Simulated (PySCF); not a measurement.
selenium atom (Se), triplet; DF-B3LYP/aug-cc-pVTZ in PySCF.

Here is a job for PySCF.
```python
from pyscf import gto, scf, dft

mol = gto.Mole()
mol.atom = '''
    Se    0.00000000    0.00000000    0.00000000
'''
mol.basis = 'aug-cc-pvtz'
mol.spin = 2
mol.verbose = 5
mol.build()

mf = dft.UKS(mol)
mf.xc = 'b3lyp'
mf = mf.density_fit(auxbasis='def2-universal-jkfit')
mf.kernel()
```

The log (banner, timings and long lists left out):

```
PySCF version 2.14.0

[INPUT] verbose = 5
[INPUT] max_memory = 4000
[INPUT] num. atoms = 1
[INPUT] num. electrons = 34
[INPUT] charge = 0
[INPUT] spin (= nelec alpha-beta = 2S) = 2
[INPUT] symmetry False subgroup None
[INPUT] Mole.unit = angstrom
[INPUT] Symbol           X                Y                Z      unit          X                Y                Z       unit  Magmom
[...]
[INPUT] ---------------- BASIS SET ----------------
[INPUT] l, kappa, [nprim/nctr], expnt,             c_1 c_2 ...
[INPUT] Se
[...]
                                1432100           4.89e-05 -1.53e-05 6e-06 -1.8e-06
                                325910            0.0002574 -8.06e-05 3.17e-05 -9.3e-06
                                92312             0.0010861 -0.00034 0.0001337 -3.91e-05
                                30116             0.0039399 -0.0012397 0.0004883 -0.0001428
                                10872             0.0127041 -0.0040177 0.0015821 -0.0004627
                                4240.1            0.0367156 -0.0118672 0.0046919 -0.0013722
                                1758.4            0.0938672 -0.031534 0.0125098 -0.0036628
                                766.59            0.2017677 -0.0746439 0.0300381 -0.0088061
                                348.43            0.328054 -0.1452179 0.0597271 -0.0175867
                                164.03            0.3238334 -0.2038441 0.0884696 -0.0262074
                                79.142            0.1352337 -0.0788711 0.036392 -0.0109964
                                35.524            0.0117075 0.3845825 -0.2235329 0.0695697
                                17.305            -0.0003436 0.586527 -0.5122462 0.1683947
                                8.3784            0.0001665 0.1973591 -0.1084224 0.034616
                                3.7405            -0.0001188 0.0100102 0.6936372 -0.2978702
                                1.689             2.04e-05 0.001316 0.5558711 -0.4322569
                                0.2552            8.3e-06 0.0001109 -0.0113832 0.6757217
[...]
                                1896.9            0.0039049 -0.0015554 0.000377
                                614.71            0.0210901 -0.0084727 0.0020465
                                233.5             0.081292 -0.0336245 0.0081899
                                97.856            0.2217841 -0.0958267 0.0233356
                                43.514            0.390727 -0.1813907 0.0449813
                                20.063            0.3559714 -0.1503152 0.0357475
                                9.1127            0.1073272 0.1948263 -0.0586866
                                4.1063            0.0036985 0.5415554 -0.1709573
                                1.7949            0.0018032 0.3837299 -0.1293583
                                0.24615           0.0002208 -0.0050132 0.5778069
[...]
                                108.55            0.0133262
                                41.433            0.0601527
                                17.579            0.1740293
                                7.8627            0.319569
                                3.518             0.3812029
                                1.5348            0.2746086
[...]
nuclear repulsion = 0
number of shells = 14
number of NR pGTOs = 127
number of NR cGTOs = 59
basis = aug-cc-pvtz
ecp = {}

******** <class 'pyscf.df.df_jk.DFUKS'> ********
method = DFUKS
initial guess = minao
damping factor = 0
level_shift factor = 0
DIIS = <class 'pyscf.scf.diis.CDIIS'>
diis_start_cycle = 1
diis_space = 8
diis_damp = 0
SCF conv_tol = 1e-09
SCF conv_tol_grad = None
SCF max_cycles = 50
direct_scf = False
number electrons alpha = 18  beta = 16
XC library pyscf.dft.libxc version 7.1.2
    S. Lehtola, C. Steigemann, M. J. T. Oliveira, and M. A. L. Marques,  SoftwareX 7, 1–5 (2018)
XC functionals = b3lyp
    P. J. Stephens, F. J. Devlin, C. F. Chabalowski, and M. J. Frisch,  J. Phys. Chem. 98, 11623 (1994)
radial grids:
    Treutler-Ahlrichs [JCP 102, 346 (1995); DOI:10.1063/1.469408] (M4) radial grids

becke partition: Becke, JCP 88, 2547 (1988); DOI:10.1063/1.454033
pruning grids: <function nwchem_prune>
grids dens level: 3
symmetrized grids: False
atomic radii adjust function: <function treutler_atomic_radii_adjust>
small_rho_cutoff = 0
Set gradient conv threshold to 3.16228e-05
atom Se rad-grids = 90, ang-grids = [ 50  50  50  50  50  50  50  50  50  50  50  50  50  50  50  50  50  50
  50  50  50  50  50  50  50  50  50  50  50  86  86  86  86  86  86  86
  86  86  86  86  86  86  86  86  86 350 350 350 350 350 350 350 350 350
 350 434 434 434 434 434 434 434 434 434 434 434 434 434 434 434 434 434
 434 434 434 434 434 350 350 350 350 350 350 350 350 350 350 350 350 350]
tot_boxes 729, boxes in each direction [7 7 7]
Padding 0 grids
tot grids = 20424
nelec by numeric integration = [16.99736226 16.99736226]
******** <class 'pyscf.df.df.DF'> ********
auxbasis = def2-universal-jkfit
num shells = 60, num cGTOs = 266
size of aux basis 266
int3c2e [1/1], AO [0:14], nrow = 1770
E1 = -3343.590775506452  E2 = 942.9739558829968  Ecoul = 1030.1814570062131  Exc = -87.20750112321632
init E= -2400.61681962345
cond(S) = 346.7943936931484

  alpha mo_energy =
[-4.53777346e+02 -5.79999227e+01 -5.20441579e+01 -5.20441579e+01
 -5.20441579e+01 -7.80917270e+00 -5.74788742e+00 -5.74788742e+00
 -5.74788742e+00 -2.10179472e+00 -2.10179472e+00 -2.10179472e+00
 -2.10179472e+00 -2.10179472e+00 -6.69549706e-01 -2.54404346e-01
 -2.54404346e-01 -2.54404346e-01  5.57764833e-03  3.70352636e-02
  3.70352636e-02  3.70352636e-02  1.24291968e-01  1.24291968e-01
  1.24291968e-01  1.24291968e-01  1.24291968e-01  3.19317225e-01
  3.19317225e-01  3.19317225e-01  4.06948458e-01  4.84056979e-01
  4.84056979e-01  4.84056979e-01  4.84056979e-01  4.84056979e-01
  5.63088079e-01  5.63088079e-01  5.63088079e-01  5.63088079e-01
  5.63088079e-01  5.63088079e-01  5.63088079e-01  1.57412240e+00
[...]
  1.58540287e+00  1.58540287e+00  1.59971286e+00  1.59971286e+00
  1.60476527e+00  1.63113725e+00  1.63113725e+00  1.65673477e+00
  1.65673477e+00  1.66592723e+00  2.57804388e+00]
  beta  mo_energy =
[-4.53935009e+02 -5.81201966e+01 -5.21715486e+01 -5.21715486e+01
 -5.21690639e+01 -7.85144466e+00 -5.79338691e+00 -5.79338690e+00
 -5.78300811e+00 -2.14963830e+00 -2.14963830e+00 -2.14054798e+00
 -2.14054798e+00 -2.13740712e+00 -6.25726676e-01 -2.47355769e-01
 -1.75777179e-01 -1.75776300e-01  1.21608414e-02  4.07250543e-02
  4.40356225e-02  4.40383094e-02  1.33976653e-01  1.33978394e-01
  1.37783075e-01  1.38856552e-01  1.38872325e-01  3.31259658e-01
  3.34616800e-01  3.34620562e-01  4.22183052e-01  5.07325713e-01
  5.07327082e-01  5.09922140e-01  5.13998324e-01  5.14011099e-01
  5.77044992e-01  5.77045616e-01  5.79727118e-01  5.79733397e-01
  5.79901059e-01  5.80770893e-01  5.80772680e-01  1.58709220e+00
  1.58709303e+00  1.59031498e+00  1.63154816e+00  1.63154839e+00
  1.63397911e+00  1.63398178e+00  1.63402038e+00  1.63405096e+00
  1.63405174e+00  1.68504339e+00  1.68504720e+00  1.68598569e+00
  1.68598612e+00  1.68874472e+00  2.60165445e+00]
multiplicity <S^2> = 2.0030513  2S+1 = 3.0020335
nelec by numeric integration = [18. 16.]
E1 = -3342.410430380683  E2 = 940.8398479332714  Ecoul = 1027.9833408569143  Exc = -87.143492923643
cycle= 6 E= -2401.57058244741  delta_E= -4.15e-08  |g|= 1.46e-05  |ddm|= 0.000313
  alpha mo_energy =
[-4.53939081e+02 -5.81223138e+01 -5.21768534e+01 -5.21768534e+01
 -5.21706340e+01 -7.85786664e+00 -5.80385034e+00 -5.80385034e+00
 -5.78565574e+00 -2.16010445e+00 -2.16010445e+00 -2.14640543e+00
 -2.14640543e+00 -2.14184567e+00 -7.03234902e-01 -3.11906204e-01
 -3.11906202e-01 -2.70022705e-01  6.56802065e-03  3.73102029e-02
  3.73102064e-02  4.03859509e-02  1.14122590e-01  1.14122590e-01
  1.24228102e-01  1.24228103e-01  1.28606314e-01  3.08892094e-01
  3.08892095e-01  3.25553773e-01  4.00129755e-01  4.56546675e-01
  4.56546675e-01  4.77565704e-01  4.77565706e-01  4.85860675e-01
  5.46328621e-01  5.46328621e-01  5.58483803e-01  5.58483803e-01
  5.66214211e-01  5.66214212e-01  5.69141832e-01  1.54709995e+00
  1.54709995e+00  1.56239386e+00  1.56239386e+00  1.57895822e+00
  1.58540484e+00  1.58540484e+00  1.59971577e+00  1.59971577e+00
  1.60476875e+00  1.63114066e+00  1.63114066e+00  1.65673674e+00
  1.65673674e+00  1.66593021e+00  2.57804817e+00]
  beta  mo_energy =
[-4.53934999e+02 -5.81201873e+01 -5.21715393e+01 -5.21715393e+01
 -5.21690544e+01 -7.85143325e+00 -5.79337486e+00 -5.79337486e+00
 -5.78299808e+00 -2.14962579e+00 -2.14962579e+00 -2.14053742e+00
 -2.14053742e+00 -2.13739680e+00 -6.25721909e-01 -2.47356491e-01
 -1.75774137e-01 -1.75773258e-01  1.21594994e-02  4.07222802e-02
  4.40341332e-02  4.40368312e-02  1.33975545e-01  1.33977285e-01
  1.37780011e-01  1.38855874e-01  1.38871649e-01  3.31258595e-01
  3.34617473e-01  3.34621231e-01  4.22183227e-01  5.07325683e-01
  5.07327051e-01  5.09918991e-01  5.13999886e-01  5.14012662e-01
  5.77044598e-01  5.77045222e-01  5.79726211e-01  5.79732486e-01
  5.79898104e-01  5.80768188e-01  5.80769973e-01  1.58709757e+00
  1.58709840e+00  1.59031690e+00  1.63155125e+00  1.63155149e+00
  1.63398321e+00  1.63398588e+00  1.63401982e+00  1.63405115e+00
  1.63405193e+00  1.68504957e+00  1.68505338e+00  1.68599003e+00
  1.68599046e+00  1.68874660e+00  2.60165957e+00]
multiplicity <S^2> = 2.0030518  2S+1 = 3.0020339
nelec by numeric integration = [18. 16.]
E1 = -3342.4101853231346  E2 = 940.8396028755548  Ecoul = 1027.9830855479104  Exc = -87.14348267235562
cycle= 7 E= -2401.57058244758  delta_E= -1.68e-10  |g|= 8.8e-07  |ddm|= 2.26e-05
  alpha mo_energy =
[-4.53939081e+02 -5.81223133e+01 -5.21768529e+01 -5.21768529e+01
 -5.21706335e+01 -7.85786604e+00 -5.80384973e+00 -5.80384972e+00
 -5.78565514e+00 -2.16010382e+00 -2.16010382e+00 -2.14640481e+00
 -2.14640481e+00 -2.14184507e+00 -7.03234440e-01 -3.11905804e-01
 -3.11905802e-01 -2.70022286e-01  6.56814207e-03  3.73102845e-02
  3.73102880e-02  4.03860785e-02  1.14122778e-01  1.14122779e-01
  1.24228252e-01  1.24228253e-01  1.28606511e-01  3.08892295e-01
  3.08892296e-01  3.25553969e-01  4.00130009e-01  4.56547004e-01
  4.56547005e-01  4.77566015e-01  4.77566017e-01  4.85861057e-01
  5.46328865e-01  5.46328865e-01  5.58483983e-01  5.58483983e-01
  5.66214421e-01  5.66214422e-01  5.69142058e-01  1.54710040e+00
  1.54710041e+00  1.56239432e+00  1.56239432e+00  1.57895867e+00
  1.58540526e+00  1.58540526e+00  1.59971622e+00  1.59971622e+00
  1.60476922e+00  1.63114112e+00  1.63114112e+00  1.65673718e+00
  1.65673718e+00  1.66593070e+00  2.57804864e+00]
  beta  mo_energy =
[-4.53934998e+02 -5.81201868e+01 -5.21715388e+01 -5.21715388e+01
 -5.21690539e+01 -7.85143261e+00 -5.79337421e+00 -5.79337421e+00
 -5.78299748e+00 -2.14962515e+00 -2.14962515e+00 -2.14053681e+00
 -2.14053681e+00 -2.13739619e+00 -6.25721402e-01 -2.47356178e-01
 -1.75773747e-01 -1.75772869e-01  1.21595880e-02  4.07223422e-02
  4.40341675e-02  4.40368640e-02  1.33975701e-01  1.33977440e-01
  1.37780129e-01  1.38855969e-01  1.38871745e-01  3.31258794e-01
  3.34617664e-01  3.34621423e-01  4.22183471e-01  5.07325957e-01
  5.07327325e-01  5.09919212e-01  5.14000176e-01  5.14012953e-01
  5.77044796e-01  5.77045420e-01  5.79726363e-01  5.79732638e-01
  5.79898269e-01  5.80768351e-01  5.80770134e-01  1.58709803e+00
  1.58709886e+00  1.59031733e+00  1.63155169e+00  1.63155193e+00
  1.63398365e+00  1.63398632e+00  1.63402020e+00  1.63405155e+00
  1.63405232e+00  1.68505007e+00  1.68505388e+00  1.68599052e+00
  1.68599095e+00  1.68874704e+00  2.60166003e+00]
multiplicity <S^2> = 2.0030518  2S+1 = 3.0020338
nelec by numeric integration = [18. 16.]
E1 = -3342.4101724043985  E2 = 940.8395899568156  Ecoul = 1027.98307214923  Exc = -87.14348219241451
Extra cycle  E= -2401.57058244758  delta_E= -2.73e-12  |g|= 7.88e-07  |ddm|= 4.25e-06
converged SCF energy = -2401.57058244758  <S^2> = 2.0030518  2S+1 = 3.0020338
```
